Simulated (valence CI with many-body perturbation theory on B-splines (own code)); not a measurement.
# I12+: magnetic and hyperfine properties of the levels

Calculated by valence CI with perturbative core correlation (CI+MBPT): five valence electrons over a frozen Dirac-Fock core [Kr], a basis of 7 s, 7 p, 8 d, 6 f, 4 g, 1 h functions for each j, with the one-electron correlation potential Σ1, the two-electron term Σ2, the three-electron term Σ3, Breit, model QED; selected CI, second order for the rest, scaled by the run's own slope (own B-spline code, finite nucleus).

No measured spectrum was set against this ion. As an estimate, terms of the open shell hold to 2 to 4 % of their energy, and close levels can change places. Among the levels kept, up to 1100 cm⁻¹ of a level comes from second order outside the variational space, and about a tenth of that is noise between levels of different J, which matters for small intervals. Excitations out of the core, of the other parity, are not computed and may begin above about 59.4 eV (a cautious bound); beyond it only levels of the ground parity were kept, without lifetimes.

A/g_I is the dipole constant over the nuclear g factor μ/I (μ in nuclear magnetons, uniformly magnetised nucleus), B/Q the quadrupole constant per barn. Both hold the static response of the core; the bare values leave it out. Large factors of s and p1/2 electrons are usually good to 5 to 10 %; those of open d and f shells near neutrality can be off by tens of per cent, and small factors of p3/2, d and f electrons come from cancelling terms and can be off by a factor of two or in sign, in half-filled shells by more. B is blank for J = 1/2, where it vanishes, and for nearly pure S terms. Energies count from the lowest level.

Names give the largest LS component (configuration and term), which can be under half, so a name can repeat, a term be missing and a line seem to break the LS rules; names also repeat where a configuration has a term twice. Letters in brackets count levels of one name in rising energy.

| Level | E (cm⁻¹) | g | A/g_I (MHz) | A/g_I bare | B/Q (MHz/b) | B/Q bare |
| --- | --- | --- | --- | --- | --- | --- |
| 4d5 6S_5/2 | 0 | 1.959 | -958 | 72.4 |  |  |
| 4d5 4G_5/2 [a] | 34666 | 0.985 | 2050 | 1980 | 2680 | 2510 |
| 4d5 4G_7/2 | 41177 | 1.057 | 2050 | 2060 | 2020 | 1900 |
| 4d5 4G_11/2 | 42602 | 1.239 | 1950 | 2170 | -54.1 | -56.9 |
| 4d5 4G_5/2 [b] | 43622 | 1.086 | 1700 | 1740 | 1240 | 1160 |
| 4d5 4D_3/2 | 43734 | 1.383 | 1590 | 1980 | 2270 | 2130 |
| 4d5 4G_9/2 | 43932 | 1.170 | 1890 | 2030 | 1480 | 1390 |
| 4d5 4P_1/2 | 48663 | 1.651 | -469 | 204 |  |  |
| 4d5 4D_7/2 | 52547 | 1.336 | 1130 | 1460 | 842 | 791 |
| 4d5 4D_5/2 | 57373 | 1.318 | 1560 | 1870 | -561 | -532 |
| 4d5 4D_1/2 | 59479 | 0.970 | 3620 | 3550 |  |  |
| 4d5 2I_11/2 | 60937 | 0.976 | 2550 | 2480 | 269 | 252 |
| 4d5 4P_3/2 | 61890 | 1.399 | 1740 | 2150 | -1140 | -1080 |
| 4d5 2F_7/2 [a] | 65838 | 1.124 | 2380 | 2470 | -2990 | -2810 |
| 4d5 2I_13/2 | 65908 | 1.076 | 2430 | 2470 | -2.32 | 2.29 |
| 4d5 2G_9/2 [a] | 67553 | 1.174 | 1870 | 2010 | -86.2 | -89.1 |
| 4d5 4F_3/2 | 68248 | 0.652 | 4000 | 3570 | -481 | -450 |
| 4d5 2F_5/2 [a] | 69849 | 1.063 | 2060 | 2080 | 319 | 310 |
| 4d5 4F_5/2 | 76316 | 1.086 | 2080 | 2130 | -2230 | -2090 |
| 4d5 2H_9/2 | 78359 | 1.101 | 2190 | 2260 | 614 | 580 |
| 4d5 2G_7/2 [a] | 80131 | 1.021 | 2780 | 2760 | -162 | -147 |
| 4d5 2D_3/2 [a] | 83259 | 0.685 | 4060 | 3660 | -310 | -285 |
| 4d5 2F_5/2 [b] | 84382 | 0.983 | 2100 | 2020 | 883 | 824 |
| 4d5 2F_7/2 [b] | 85338 | 1.109 | 2190 | 2270 | -1660 | -1550 |
| 4d5 2F_7/2 [c] | 89952 | 1.150 | 2180 | 2300 | -648 | -616 |
| 4d5 2H_11/2 | 90528 | 1.068 | 2380 | 2410 | -217 | -188 |
| 4d5 2G_9/2 [b] | 91862 | 1.077 | 2240 | 2280 | 51.7 | 60.5 |
| 4d5 2S_1/2 | 92549 | 1.966 | -1300 | -269 |  |  |
| 4d5 2D_5/2 [a] | 99373 | 1.057 | 2200 | 2220 | -339 | -308 |
| 4d5 2D_3/2 [b] | 104060 | 0.815 | 3080 | 2830 | -1440 | -1350 |
| 4d5 2D_5/2 [b] | 110470 | 1.145 | 1860 | 1970 | -682 | -635 |
| 4d5 2G_9/2 [c] | 114510 | 1.110 | 2130 | 2210 | -2040 | -1920 |
| 4d5 2G_7/2 [b] | 117590 | 0.912 | 3010 | 2870 | 2600 | 2440 |
| 4d5 2P_3/2 | 132430 | 1.263 | 1850 | 2100 | -2210 | -2090 |
| 4d5 2P_1/2 | 137990 | 0.746 | 490 | 105 |  |  |
| 4d5 2D_5/2 [c] | 150980 | 1.197 | 1580 | 1740 | -1390 | -1300 |
| 4d5 2D_3/2 [c] | 154510 | 0.862 | 4060 | 3870 | 3320 | 3120 |
| 4d4 5s 6D_1/2 | 686090 | 3.121 | 38400 | 36600 |  |  |
| 4d4 5s 6D_3/2 | 691300 | 1.839 | 13800 | 13200 | 1770 | 1660 |
| 4d4 5s 6D_5/2 | 696530 | 1.638 | 9760 | 9470 | 1460 | 1370 |

**Question.** Take the isotope of mass number 127, with I = 5/2, μ = 2.8087 μN and Q = -0.688 b. What is the hyperfine structure of 4d5 4G_5/2 [b]?

**Answer.** From the table A = 1910 MHz, B = -850 MHz. Shifts from the centre of gravity in MHz: F = 0: -17300, F = 1: -15200, F = 2: -11000, F = 3: -5010, F = 4: 2680, F = 5: 11700.
